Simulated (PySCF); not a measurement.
Radial density of Co¹⁶⁺ (cobalt, charge +16)

M06-2X, [Ne] 3s1, 2S determinant. Calculation: PySCF 2.14, in an even-tempered Gaussian basis (18 s from 1.2 bohr⁻², ratio 2.5; 11 p from 1.6 bohr⁻², ratio 2.5; 5 d from 6.4 bohr⁻², ratio 2.7; 4 f from 9.6 bohr⁻², ratio 2.7); scalar relativity by spin-free X2C-1e.

```json
{"r (bohr)": "0.000816", "4πr²ρ (e/bohr)": "0.1601", "4πr²(ρα − ρβ)": "0.0016"}
{"r (bohr)": "0.00137", "4πr²ρ (e/bohr)": "0.4112", "4πr²(ρα − ρβ)": "0.0041"}
{"r (bohr)": "0.00231", "4πr²ρ (e/bohr)": "1.035", "4πr²(ρα − ρβ)": "0.0103"}
{"r (bohr)": "0.00388", "4πr²ρ (e/bohr)": "2.528", "4πr²(ρα − ρβ)": "0.0252"}
{"r (bohr)": "0.00653", "4πr²ρ (e/bohr)": "5.856", "4πr²(ρα − ρβ)": "0.0578"}
{"r (bohr)": "0.0110", "4πr²ρ (e/bohr)": "12.38", "4πr²(ρα − ρβ)": "0.1199"}
{"r (bohr)": "0.0185", "4πr²ρ (e/bohr)": "22.43", "4πr²(ρα − ρβ)": "0.2044"}
{"r (bohr)": "0.0311", "4πr²ρ (e/bohr)": "31.44", "4πr²(ρα − ρβ)": "0.2342"}
{"r (bohr)": "0.0523", "4πr²ρ (e/bohr)": "30.24", "4πr²(ρα − ρβ)": "0.0890"}
{"r (bohr)": "0.0879", "4πr²ρ (e/bohr)": "24.39", "4πr²(ρα − ρβ)": "0.0517"}
{"r (bohr)": "0.148", "4πr²ρ (e/bohr)": "32.72", "4πr²(ρα − ρβ)": "0.6297"}
{"r (bohr)": "0.249", "4πr²ρ (e/bohr)": "27.68", "4πr²(ρα − ρβ)": "0.2359"}
{"r (bohr)": "0.418", "4πr²ρ (e/bohr)": "6.328", "4πr²(ρα − ρβ)": "0.8301"}
{"r (bohr)": "0.704", "4πr²ρ (e/bohr)": "1.910", "4πr²(ρα − ρβ)": "1.8130"}
{"r (bohr)": "1.18", "4πr²ρ (e/bohr)": "0.1187", "4πr²(ρα − ρβ)": "0.1186"}
{"r (bohr)": "1.99", "4πr²ρ (e/bohr)": "0.0003009", "4πr²(ρα − ρβ)": "0.0003"}
```

Densities and radii are taken from the X2C orbitals without a picture-change correction, which distorts them close to the nucleus.
